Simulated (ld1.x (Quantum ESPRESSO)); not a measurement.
**zinc: one change to an RRKJ potential, before and after**

| Property | Result |
| --- | --- |
| Element | zinc |
| Generator | ld1.x (Quantum ESPRESSO) 7.5 |
| Type | norm-conserving RRKJ (Kleinman–Bylander form) |
| Functional | LDA (PZ) |
| Relativity | scalar-relativistic |
| Frozen core | [Ne] |
| Valence charge | 20 |
| Reference configuration | 3s2 3p6 3d9 4s0 4p0 (charge +3) |
| Partial waves | 3p (bound): rc 1.10 bohr; 3d (bound): rc 1.45 bohr; 3s (bound): rc 1.10 bohr |
| Local potential | the s channel |
| Core correction | none |
| rho0 | 0.001 |

All-electron outer shells of the reference configuration (LDA (PZ), scalar-relativistic, ld1.x):

```
shell  level (eV)  outermost node (bohr)  outermost maximum (bohr)
   2p    -1046.10                      –                      0.15
   3s     -170.53                   0.28                      0.59
   3p     -124.98                   0.25                      0.59
   3d      -51.06                      –                      0.56
   4s      -35.67                   0.83                      1.75
   4p      -26.61                   0.89                      2.01
```

Change: wave 3d (bound): rc 1.45 bohr becomes 3d (bound): rc 1.86 bohr.

Cutoffs: the cutoffs (Ry, on a coarse ladder) from which the occupation-weighted sum of valence levels, in a spherical-Bessel basis at the reference potential, stays within 10 and 1 mRy of its value at 400 Ry; they do not see the model core or the augmentation charge, which bear on the density cutoff. Errors are all-electron minus pseudo energies relative to the spin-unpolarised reference configuration.

Question: What does the change do?

Answer: The potential gets softer (120 Ry and 180 Ry → 100 Ry and 160 Ry); the number of tests that count goes from 9 to 8; of the 8 tests that both files solve, the error grows in 3 and shrinks in 2 by more than 15 % and 0.3 meV (median size 815.6 → 963.4 meV); neither file shows a bound ghost at the reference potential, the only one tested. A larger radius leaves more room for a smooth pseudo-wave, so fewer plane waves are needed.

```tsv
quantity	base	changed
cutoff, loose	120 Ry	100 Ry
cutoff, tight	180 Ry	160 Ry
loose cutoff by channel (10 mRy a level)	p 80 Ry, d 80 Ry, s 70 Ry	p 80 Ry, d 50 Ry, s 70 Ry
bound ghosts	none	none
tests counted (converged, no solver errors)	9 of 9	8 of 9
error for 3s2 3p6 3d10 4s1 4p0, meV [ΔE -59.66 eV]	+1302	+1437
error for 3s2 3p6 3d10 4s0 4p0, meV [ΔE -40.89 eV]	+81	+346
error for 3s2 3p6 3d10 4s0 4p2, meV [ΔE -59.10 eV]	+334	+496
error for 3s2 3p6 3d9 4s2 4p1, meV [ΔE -57.49 eV]	+3002	+2926
error for 3s2 3p6 3d10 4s0 4p1, meV [ΔE -53.24 eV]	+269	+463
error for 3s1 3p6 3d10 4s2 4p0, meV [ΔE 67.62 eV]	+2941	+2376
error for 3s2 3p6 3d9 4s0 4p0 (spin-polarised), meV [ΔE -0.27 eV]	+11	-3.9
error for 3s2 3p6 3d10 4s1 4p0 (spin-polarised), meV [ΔE -59.91 eV]	+1297	+1431
```

Changed file: Tests not counted: 3s2 3p6 3d10 4s2 4p0 (solver errors, printed error -5452 eV).
